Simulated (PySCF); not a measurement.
## Adding and removing an electron: KSb

PBE; PySCF, spin-free X2C with a Gaussian nucleus, basis sets K x2c-SVPall, Sb x2c-SVPall. Neutral (UKS): triplet (π ↑↑), Re = 3.342 Å, ωe = 140 cm⁻¹, De = 1.24 eV, HOMO -3.04 eV, LUMO -2.31 eV.

KSb⁺ (UKS): quartet (σ ↑, π ↑↑), Re = 3.795 Å, ωe = 66.8 cm⁻¹, De = 0.25 eV to K⁺ + Sb. The energies at the minima are -7081.53405 hartree for KSb and -7081.33447 for KSb⁺.

Problem. Work out the adiabatic ionisation energy, without and with harmonic zero-point energies (1 hartree = 27.2114 eV, 1 eV = 8065.5 cm⁻¹), and the change of the bond length.

Solution. At PBE: 0.19958 hartree = 5.431 eV between the minima; the zero-point term (66.8 − 140.0)/2 cm⁻¹ = -0.005 eV makes it 5.426 eV. Re changes by +45.3 pm against the neutral. The electron leaves a σ orbital, and the ion is left as a loose complex of an ion and an atom.

Weak bonds: KSb⁺. Basis-set superposition, not corrected here, can be much of De in a small basis, most of all at correlated wavefunction levels. Spin–orbit coupling is left out, which matters for elements this heavy, above all for dissociation energies. For an ion De counts to the pair picked by the measured ionisation energies or electron affinities, which need not be the lowest pair at this level. States were picked by a PBE0 search and need not be the measured ground states.
